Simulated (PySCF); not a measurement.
**Computed NMR parameters against published values**

Atoms are numbered as in `[O:1]=[CH:2][c:3]1[cH:4][cH:5][n:6][cH:7][cH:8]1`; H(Xn) means a hydrogen on atom n.

Published estimates (parent shift plus substituent increments) and measurements: δ ¹³C C5/C7 151.5; C3 141.2; C4/C8 123.0; δ ¹H H(C5)/H(C7) 8.90; H(C4)/H(C8) 7.74 ppm (estimated from measurements, as parent shift plus tabulated substituent increment; solution, not stated per compound (mostly CDCl3 or CCl4); Pretsch, Buehlmann, Badertscher, Structure Determination of Organic Compounds, 4th ed. (2009)).

- shielding tensors at PBE0/pcSseg-1 (GIAO)
- PBE0-D3(BJ)/def2-SVP structure
- run in PySCF 2.14.0 with density-fitted response routines
- gas phase, a single conformation, one averaged value for each set of equivalent atoms, non-relativistic Hamiltonian

(1) Set the calculated values beside the experiment.

(2) How far are the unscaled ¹³C shifts from the references?

(3) How far are the unscaled ¹H shifts from the references?

Results:

(1) 
Reference values: estimated from measurements, as parent shift plus tabulated substituent increment (solution, not stated per compound (mostly CDCl3 or CCl4); Pretsch, Buehlmann, Badertscher, Structure Determination of Organic Compounds, 4th ed. (2009)).
| atoms | quantity | reference | computed | computed, scaled |
| --- | --- | --- | --- | --- |
| C5/C7 | δ ¹³C | 151.5 | 157.4 | 152.2 |
| C3 | δ ¹³C | 141.2 | 144.2 | 139.4 |
| C4/C8 | δ ¹³C | 123.0 | 127.2 | 122.9 |
| H(C5)/H(C7) | δ ¹H | 8.90 | 9.12 | 8.86 |
| H(C4)/H(C8) | δ ¹H | 7.74 | 7.66 | 7.47 |

Computed shifts are σ(ref) − σ with the named reference compound (TMS for H and C) calculated as an isolated molecule at the same level. The measured values may be among those fitted. Expected solution values come from regression of measured δ (H and C: mostly CDCl3, vs TMS) on computed σ: ¹³C (scatter 2.0 ppm rms, 2.2 ppm with the 3 outliers that the fit left out); ¹H (scatter 0.21 ppm rms). Occasional misses reach two or three times the rms, and more in compound classes unlike the fitted ones.

(2) Mean signed difference +4.37 ppm, mean absolute 4.37 ppm over 3 comparisons; the largest is +5.9 ppm at C5/C7 (aromatic CH next to a ring nitrogen).

(3) Mean signed difference +0.07 ppm, mean absolute 0.15 ppm over 2 comparisons; the largest is +0.22 ppm at H(C5)/H(C7) (hydrogen on an aromatic CH next to a ring nitrogen).
